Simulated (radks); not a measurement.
Results of a calculation; reference values are marked as such.
Question: Neutral rhenium, configuration [Xe] 4f14 5d5 6s2. Level of theory: scalar-relativistic Kohn-Sham, r2SCAN, spin-polarised, spherical densities, finite nucleus; open shells are filled with parallel spins first (spin-orbit coupling, left out, can overturn this in heavy ions); meta-GGA in the generalised Kohn-Sham scheme; Fermi nuclear charge, rms radius 5.3698 fm (a radial shooting solver on a logarithmic mesh with Libxc functionals). Some entries of the table are withheld. Estimate them.

orbital  occ.  eigenvalue (hartree)  r(max) (bohr)
1s down     1             -2636.046        0.01124
1s up       1             -2636.045        0.01124
2s up       1             -458.0094        0.06450
2s down     1             -457.9960        0.06450
2p up       3             -399.6331        0.05303
2p down     3             -399.6230        0.05303
3s up       1             -106.3963         0.1818
3s down     1             -106.3955         0.1818
3p up       3             -89.10267         0.1802
3p down     3             -89.10086         0.1802
3d up       5             -69.45605         0.1470
3d down     5             -69.44884         0.1470
4s up       1             -22.40978         0.4126
4s down     1             -22.39985         0.4127
4p up       3             -16.71175         0.4329
4p down     3             -16.70324         0.4330
4d up       5              -9.52485         0.4433
4d down     5              -9.51453         0.4435
5s up       1              -3.23015         0.9411
5s down     1              -3.14050         0.9360
5p up       3              -1.81892          1.065
5p down     3              -1.69405          1.054
4f up       7                   (1)         0.4181
4f down     7                   (2)         0.4180
6s up       1              -0.25481          2.496
5d up       5              -0.25351          1.423
6s down     1              -0.18050          2.765
5d down     0              -0.10259          1.395

Answer: 
(1) 4f up eigenvalue (hartree): -1.56626
(2) 4f down eigenvalue (hartree): -1.54605
